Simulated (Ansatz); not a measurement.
The lowest singlet and triplet of SiH2 (SMILES [SiH2]); geometries from B3LYP-D3(BJ)/def2-TZVP, each state relaxed from the structure named, with no frequency check.
Singlet (charge 0, multiplicity 1):
```xyz
3

Si    -0.00044     0.13285     0.00000
H     -1.08803    -0.93358     0.00000
H      1.09418    -0.92637     0.00000
```
Triplet (charge 0, multiplicity 3):
```xyz
3

Si     0.000     0.095     0.000
H     -1.274    -0.668     0.000
H      1.278    -0.661     0.000
```

A positive gap puts the triplet lower; no zero-point energy. R- takes a restricted singlet. U- takes an unrestricted singlet (broken symmetry where lower, unprojected). The triplet is unrestricted in single-reference levels.

Cores are frozen in the correlated methods.

Run with Ansatz (Gaussian orbitals). Values without a source in brackets are computed.

### Question
One of these levels gives -24.18 kcal/mol for the gap E(singlet) − E(triplet), adiabatic. Which?
A) U-r2SCAN/def2-TZVPP (spin-contaminated)
B) R-BHLYP/def2-TZVPP
C) U-wB97M-V/def2-TZVPP
D) U-SCS-MP2/cc-pV(T+d)Z (spin-contaminated)

### Answer
C, U-wB97M-V/def2-TZVPP. The others give -11.28 (U-r2SCAN/def2-TZVPP (spin-contaminated)), -19.34 (R-BHLYP/def2-TZVPP), -15.74 (U-SCS-MP2/cc-pV(T+d)Z (spin-contaminated))

Ansatz is a first-principles code.
